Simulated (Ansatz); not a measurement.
`BC[SiH](F)Cl` + HCl → `BCCl` + `F[SiH2]Cl` at 500 K and 1 bar (substitution at a C–Si bond).

Isolated molecules relaxed with PBE0-D4/def2-TZVP in Ansatz; ΔE leaves out vibrations. CBS: MP2 limit from def2 TZ/QZ plus the TZ coupled-cluster correction, frozen cores. This one scheme is used for every species. One conformer a species, not always the lowest.

| species | CCSD(T)/CBS energy (Eh) | H − E (kJ/mol) | S (J/(mol·K)) |
| --- | --- | --- | --- |
| `BC[SiH](F)Cl` | -914.62178 | 208.5 | 419.6 |
| HCl | -460.38127 | 32.5 | 201.9 |
| `BCCl` | -525.00385 | 155.1 | 319.5 |
| `F[SiH2]Cl` | -849.96195 | 83.3 | 315.2 |

H − E and S are ideal-gas, rigid-rotor, harmonic terms from PBE0-D4/def2-TZVP, for one conformer and one mirror image of each species. 1 Eh = 2625.50 kJ/mol, R = 8.31446 J/(mol·K).

Q: By hand: ΔE, ΔH, ΔS and ΔG.

A: ΔE = (-525.00385) + (-849.96195) − (-914.62178) − (-460.38127) = 0.03725 Eh = 97.8 kJ/mol. Δ(H − E) = 155.1 + 83.3 − 208.5 − 32.5 = -2.6, so ΔH = 95.2 kJ/mol. ΔS = 319.5 + 315.2 − 419.6 − 201.9 = 13.2 J/(mol·K). ΔG = 95.2 − 500 × (13.2)/1000 = 88.6 kJ/mol.

Q: By hand: the equilibrium constant, and the temperature at which ΔG would vanish if ΔH and ΔS stayed fixed.

A: log₁₀ K = −ΔG/(RT ln 10) = -9.3. ΔG = 0 at ΔH/ΔS = 7212 K, far beyond where these terms or the molecules hold.

The number of gas molecules stays the same, so ΔS is small and ΔH decides. A doubt of 5 kJ/mol in ΔE shifts log₁₀ K by 0.5 here. Other conformers and mirror images would add mixing entropy, several J/(mol·K) or more a flexible species. Modes under 60 cm⁻¹, often nearly free rotors, make the harmonic entropy too high. These are equilibria of isolated gas molecules and say nothing of rates. Largest T1 diagnostic: 0.011 (customary marks: 0.02 for closed shells, 0.045 for open ones).
